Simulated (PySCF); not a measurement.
# A series of derivatives of CC(=O)[SiH2]CCl

Parent skeleton `[CH3:1][C:2](=[O:3])[SiH2:4][CH2:5][Cl:6]`; one hydrogen on atom 1 is replaced by X. Hydrogens on one atom are averaged.

- geometry: GFN2-xTB
- shieldings: GIAO PBE0/pcSseg-1
- program: PySCF
- in vacuum, a single conformation, one averaged value for each set of equivalent atoms, relativity neglected

Scale: ¹³C (186.93 ppm) and ²⁹Si (349.16 ppm) and ¹H (31.72 ppm) vs TMS; H2O for ¹⁷O (336.08 ppm); HCl for ³⁵Cl (949.78 ppm) (reference shieldings calculated alike).

Parent (X = H): C1 40.4, C2 242.5, O3 853.8, Si4 -58.9, C5 28.3, Cl6 -2.2, H(C1) 2.41, H(Si4) 4.43, H(C5) 3.22 ppm. Effects are Δδ = δ(X) − δ(H), positive for deshielding.

Problem. Order these by the shift of H(C5), most shielded first.
A. X = COCH3
B. X = isopropenyl
C. X = OSiH3

Solution. A (-0.42 ppm), C (-0.14 ppm), B (-0.01 ppm).

Problem. Order these by the shift of H(Si4), most shielded first.
A. X = CHO
B. X = isopropenyl
C. X = CH3

Solution. C (+0.01 ppm), B (+0.15 ppm), A (+0.28 ppm).

Problem. Order these by the shift of H(C1), most shielded first.
A. X = CH3
B. X = CH2SiH3
C. X = COCH3
D. X = OSiH3
E. X = isopropenyl
F. X = CHO

Solution. A (+0.29 ppm), B (+0.57 ppm), E (+0.82 ppm), C (+1.09 ppm), F (+1.46 ppm), D (+1.62 ppm).

Unscaled 17O shifts of doubly bonded oxygen tend to come out too high, by tens of ppm or more. Experimental scales use liquid or dissolved standards, which lie at an offset from isolated H2O (liquid H2O: subtract about 36 ppm).
